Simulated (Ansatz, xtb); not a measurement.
Diatomic BN-, multiplicity 2 (lowest of 2S+1 = 2, 4 at CCSD(T)/def2-TZVPP on PBE0 minima; our sources give no spin for the ground state, which may be another). The T1 diagnostic near the minimum is 0.088, so single-reference values are doubtful.

Seven points along R, fitted to fifth degree in 1/R; most abundant isotopes. Runs in def2 and cc sets follow the lowest solution found near the PBE0 minimum.

Frozen-core correlation.

Codes used: Ansatz (an electronic-structure program) with Gaussian orbitals; xtb for the GFN methods. Each number belongs to the level named beside it. The GFN methods have no spin term and hold the electronic entropy of 300 K.

```tsv
level	r_e (Å)	ω_e (cm⁻¹)	ω_e x_e (cm⁻¹)
GFN1-xTB	1.257	1874	14
GFN2-xTB	1.265	1933	14
SVWN5/def2-TZVPP	1.278	1714	10
B97M-V/def2-TZVPP	1.274	[?]	11
B3LYP/def2-TZVPP	1.273	1728	11
BHLYP/def2-TZVPP	1.257	1822	12
wB97X-V/def2-TZVPP	1.271	1763	11
B2PLYP/def2-TZVPP	[?]	[?]	11
```

Task: Fill in the missing entries.

Result: 
- B2PLYP/def2-TZVPP, r_e (Å): 1.284
- B2PLYP/def2-TZVPP, ω_e (cm⁻¹): 1661
- B97M-V/def2-TZVPP, ω_e (cm⁻¹): 1734
